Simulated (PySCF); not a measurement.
Atom-mapped SMILES (the numbers label the heavy atoms): `[SiH3:1][PH:2][c:3]1[cH:4][cH:5][cH:6][cH:7][n:8]1` (H(Xn): hydrogen on atom n).

Calculated, not measured (PySCF 2.14.0 with density-fitted response routines): GIAO PBE0/pcSseg-1 shieldings, structure optimised with GFN2-xTB. No solvent, no relativistic terms, a single conformation, one averaged value for each set of equivalent atoms.

Referencing at the same level of theory: ¹³C (σref 186.93) vs TMS.

Do the ¹³C shifts follow the atomic charges (in e)? Tabulate both.

## Answers


```csv
atoms,hybridisation,δ (ppm),σ para (ppm),Hirshfeld,IAO,Mulliken,ESP-fitted
C3,sp2,170.9,-246,+0.01,-0.05,-0.06,+0.44
C7,sp2,154.4,-217,+0.02,-0.01,+0.19,+0.11
C5,sp2,140.8,-207,-0.03,-0.12,+0.00,+0.05
C4,sp2,133.1,-202,-0.05,-0.18,-0.10,-0.44
C6,sp2,125.4,-197,-0.05,-0.19,-0.20,-0.29
```

Correlation coefficients of δ with charge over these carbons: Hirshfeld +0.90, IAO +0.86, Mulliken +0.50, ESP-fitted +0.92; with the paramagnetic shielding -0.97. With so few points these coefficients are fragile. Charge is one influence among several: hybridisation and low-lying excitations act through the paramagnetic term.

Shifts are as computed. Against solution values, carbons near 30 ppm lie about +3 ppm off and those near 130 ppm about +5 ppm. Of 1211 compounds with measured shifts, 218 miss one by over three times the rms of a fit or turn the order of signals round; such compounds aren't used in these exercises.
